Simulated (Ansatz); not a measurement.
# Relaxing a trial structure of ClGaH4Si2

The starting geometry of this gas-phase singlet was optimised with GFN2-xTB.

```yaml
atoms:
  - { symbol: Cl, position_ang: [-0.1163, -2.8020, 1.1062] }
  - { symbol: Ga, position_ang: [-0.4937, -1.4474, 3.1113] }
  - { symbol: Si, position_ang: [-2.2437, -2.6446, 0.2970] }
  - { symbol: Si, position_ang: [-2.9209, -1.0256, 1.8067] }
  - { symbol: H, position_ang: [-2.6356, -4.0039, 0.7047] }
  - { symbol: H, position_ang: [-1.8138, -2.9151, -1.0886] }
  - { symbol: H, position_ang: [-4.2771, -0.6939, 1.2707] }
  - { symbol: H, position_ang: [-2.1519, 0.1720, 1.2042] }
```

**Question.** Predict what becomes of its bonds when it is optimised with PBE0-D3(BJ)/def2-SVP.

**Answer.** A bond breaks, giving a structure given below by its coordinates. Contacts that open: Cl1–Ga2 (2.45 → 2.97 Å).

The energy falls by 0.61 eV over 14 steps:

| step | E − E(last) (eV) |
| --- | --- |
| 1 | 0.615 |
| 2 | 0.295 |
| 4 | 0.032 |
| 5 | 0.012 |
| 7 | 0.001 |
| 8 | 0.001 |
| 10 | 0.000 |
| 11 | 0.000 |
| 13 | 0.000 |
| 14 | 0.000 |

Final geometry (Å):

```json
{"atom": "Cl", "x (Å)": "-0.0739", "y (Å)": "-3.0743", "z (Å)": "1.1245"}
{"atom": "Ga", "x (Å)": "-0.7936", "y (Å)": "-1.3504", "z (Å)": "3.4286"}
{"atom": "Si", "x (Å)": "-2.0397", "y (Å)": "-2.7451", "z (Å)": "0.3187"}
{"atom": "Si", "x (Å)": "-2.6535", "y (Å)": "-0.8892", "z (Å)": "1.5864"}
{"atom": "H", "x (Å)": "-2.7839", "y (Å)": "-4.0043", "z (Å)": "0.6261"}
{"atom": "H", "x (Å)": "-1.8282", "y (Å)": "-2.6823", "z (Å)": "-1.1590"}
{"atom": "H", "x (Å)": "-4.1434", "y (Å)": "-0.9069", "z (Å)": "1.7794"}
{"atom": "H", "x (Å)": "-2.3369", "y (Å)": "0.2921", "z (Å)": "0.7076"}
```

Frequencies at the end are all real (lowest 37 cm⁻¹). Run with Ansatz 0.2.0, 19 s on 2 threads of Intel(R) Xeon(R) 6975P-C (Granite Rapids), on a shared host.
